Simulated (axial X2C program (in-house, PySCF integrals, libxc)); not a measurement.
## TaS⁻ along the bond: TPSSh, with spin–orbit coupling

Calculated with an axial X2C code built on PySCF integrals. Two-component (2c) means X2C with spin–orbit coupling and atomic mean-field two-electron Coulomb and Gaunt terms. Basis: Ta dyall-acv3z [14s15p10d7f4g], S dyall-av3z [9s8p3d2f] (cores contracted in-house); Gaussian nuclei, density fitting, unrestricted open shells. Masses: Ta 180.948 u, S 31.972 u.

State: Ω = 1 (⟨Sz⟩ = 0.99, ⟨Lz⟩ = 0.01 at TPSSh). Dipoles are positive if S is the positive end and refer to the centre of mass.

```tsv
R (Å)	μ (D)	HOMO (eV)	LUMO (eV)
1.941	0.173	1.11	1.80
2.030	-0.306	0.96	1.81
2.097	-0.714	0.84	1.81
2.164	-1.151	0.73	1.82
2.231	-1.607	0.61	1.82
2.309	-2.153	0.48	1.75
2.387	-2.704	0.35	1.65
2.488	-3.406	0.20	1.51
2.610	-4.231	0.03	1.34
2.789	-5.311	-0.16	1.11
```

(1) The minimum lies at 2.183 Å. What is the dipole moment there?

One determinant describes the state; a PBE0 search over occupations chose it and may have missed a lower one. Density functionals use the spin component along the axis (collinear). Other states lie close and PBE0, whose exact exchange favours high spin, may order them wrongly; the determinant shown need not be the ground state. The nearest other 2c determinant of the search, Ω = 2, lies 0.15 eV up at the distance of the search. With several unpaired electrons one determinant need not be a pure state. Open-shell Ω = 0 determinants with evenly filled partner blocks cannot be reached by this program, so the Ω shown need not be the lowest component. The highest occupied level of some functionals is positive through self-interaction error; at Hartree–Fock it is bound. The determinant is spin-polarised beyond a pure state at some levels (its spin-free form has ⟨S²⟩ too high), which makes Re and μ there less reliable. The LUMO of an anion is an unbound level whose energy the basis sets.

Results:

(1) At TPSSh, 2c, with the sign and origin stated: μ = -1.28 D.
